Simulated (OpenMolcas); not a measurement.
## Ag⁷⁺: effect of the basis set

```json
{
 "Program": "OpenMolcas 26.06",
 "Method": "CASSCF",
 "Active space": "4 electrons in 10 orbitals (4d 5d)",
 "State averaging": "2S+1 = 5 even, 5 roots; 2S+1 = 3 even, 45 roots; 2S+1 = 1 even, 49 roots",
 "Spin-orbit coupling": "state interaction with AMFI integrals over the reference wave functions, term energies averaged over their components"
}
```

A. ANO-R2 [7s5p4d2f1g], X2C, finite nucleus; cost roughly 60 core-seconds
B. ANO-RCC-VTZP [7s6p4d2f1g], DKH2, point nucleus; cost about 50 core-seconds
C. ANO-RCC-VQZP [8s7p5d3f2g1h], DKH2, point nucleus; cost roughly 100 core-seconds

Energies in cm-1 above 4d4 5D0, the measured ground level; measured values from Atoms 5, 11 (2017), spectra Ag VII to Ag IX.

```csv
Level,A,B,C,Measured
4d4 5D0,0.0,0.0,0.0,0.0
4d4 5D1,1140,1152,1100,1340
4d4 5D2,2883,2910,2797,3212
4d4 5D3,4915,4955,4789,5292
4d4 5D4,7099,7151,6939,7443
4d4 3P0(1),24713,24692,24978,21309
4d4 3H4,25887,25881,26103,23302
4d4 3H5,28475,28493,28623,26250
4d4 3P1(1),29642,29655,29829,26526
4d4 3H6,30291,30321,30410,28185
4d4 3F2(1),31434,31444,31635,28051
4d4 3F4(1) [57 %],32505,32533,32643,
4d4 3P2(1),35754,35794,35884,32134
4d4 3G4 [61 %],36568,36595,36731,32698
4d4 3G5,38425,38476,38518,35077
4d4 1I6,42877,42914,43060,39744
4d4 3D3,43075,43090,43301,36879
4d4 3D2,43861,43884,44068,38402
4d4 3D1,45059,45091,45240,39191
4d4 1G4(1),47406,47467,47547,43104
4d4 1S0,52136,52176,52373,
4d4 1D2(1),54423,54457,54671,
4d4 1F3,59633,59650,59948,52004
4d4 3P2(2),67984,67989,68405,
```

Deviations, from unrounded energies. A percentage is the sum of absolute deviations over the sum of measured energies, with the sign that they share, or ± where signs differ.

| Against measurement | Levels | A | B | C |
| --- | --- | --- | --- | --- |
| mean absolute deviation (cm-1) | 19 | 3200 | 3200 | 3400 |
| fine structure of the ground term (%) | 4 | -7.2 | -6.5 | -9.6 |
| other terms of the ground configuration (%) | 15 | +12.0 | +12.0 | +12.5 |

A, B lie about equally close to measurement and C furthest from it. The largest miss of A in the table is 4d4 1F3, by +7600 cm-1. The ranking rests on the paired levels alone, and a cruder setting can come out closer through cancelling errors.

Among A to C the level of the table that moves most is 4d4 3P2(2), by 420 cm-1 (lowest in A, highest in C).

Without dynamic correlation excited terms often stand tens of per cent too high (terms of higher spin than the ground term too low), and those without a measured partner can miss by more than the paired ones. Active for correlation alone: 5d; no level in the range computed is led by a configuration that fills it, so any true level of that kind is missing. Some levels mix across a computed gap that differs much from the measured one, so their mixing is not that of the real levels (holds for C). Computed and measured levels are paired by configuration, term and J; levels that our copy of the source lacks, or whose pairing is in doubt (as where it misses far off the trend of its configuration), stay unpaired and out of the deviations. Only configurations of the active space appear. Levels that lie high or do not pair safely by name in every column are left out.

A share in square brackets marks a mixed level and gives the weight of the term that names it, the lowest over the columns. A number in round brackets counts repeated terms of one configuration in the order of the reference energies.
